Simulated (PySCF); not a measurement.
Input for PySCF: D3(BJ) and D4 dispersion corrections on CH4O2Si (a complex).

```python
from pyscf import gto
from pyscf.dispersion import dftd3, dftd4

mol = gto.M(
    atom='''
    C     0.37267874   -0.35776862    0.69753512
    O     1.43933991   -0.01463126    0.86222777
    O    -0.59876268   -0.25367282    2.77268860
    Si   -0.28560654    0.22117594    4.30184043
    H    -1.46504848   -0.53200895    2.48594503
    H    -1.09076451    1.39910459    4.62554414
    H     1.13743725    0.50927562    4.23808677
    H    -0.60487857   -0.86642430    5.22673706
    ''',
    basis='def2-svp',
    charge=0, spin=0, verbose=0, max_memory=1800)
d3, d4 = {}, {}
for xc in ['hf', 'pbe', 'blyp', 'revpbe', 'tpss', 'r2scan', 'b3lyp', 'pbe0', 'bhlyp', 'camb3lyp', 'b2plyp']:
    d3[xc] = float(dftd3.DFTD3Dispersion(mol, xc=xc, version='d3bj', atm=False).get_dispersion()['energy'])
    print(f'D3(BJ) {xc:10s} {d3[xc]:14.8f} Eh')
for xc in ['hf', 'pbe', 'blyp', 'revpbe', 'tpss', 'r2scan', 'b3lyp', 'pbe0', 'bhlyp', 'camb3lyp', 'b2plyp']:
    d4[xc] = float(dftd4.DFTD4Dispersion(mol, xc={'camb3lyp': 'cam-b3lyp'}.get(xc, xc), atm=True).get_dispersion()['energy'])
    print(f'D4     {xc:10s} {d4[xc]:14.8f} Eh')
```

The log:

```
D3(BJ) hf            -0.03724846 Eh
D3(BJ) pbe           -0.00479150 Eh
D3(BJ) blyp          -0.01021869 Eh
D3(BJ) revpbe        -0.01196715 Eh
D3(BJ) tpss          -0.00609535 Eh
D3(BJ) r2scan        -0.00137915 Eh
D3(BJ) b3lyp         -0.00835462 Eh
D3(BJ) pbe0          -0.00420186 Eh
D3(BJ) bhlyp         -0.00652464 Eh
D3(BJ) camb3lyp      -0.00386845 Eh
D3(BJ) b2plyp        -0.00390672 Eh
D4     hf            -0.01578397 Eh
D4     pbe           -0.00443900 Eh
D4     blyp          -0.00978558 Eh
D4     revpbe        -0.01401505 Eh
D4     tpss          -0.00600750 Eh
D4     r2scan        -0.00113151 Eh
D4     b3lyp         -0.00711129 Eh
D4     pbe0          -0.00376409 Eh
D4     bhlyp         -0.00520343 Eh
D4     camb3lyp      -0.00380821 Eh
D4     b2plyp        -0.00312422 Eh
```

The run finished.

Cost: roughly 0.04 core-seconds.
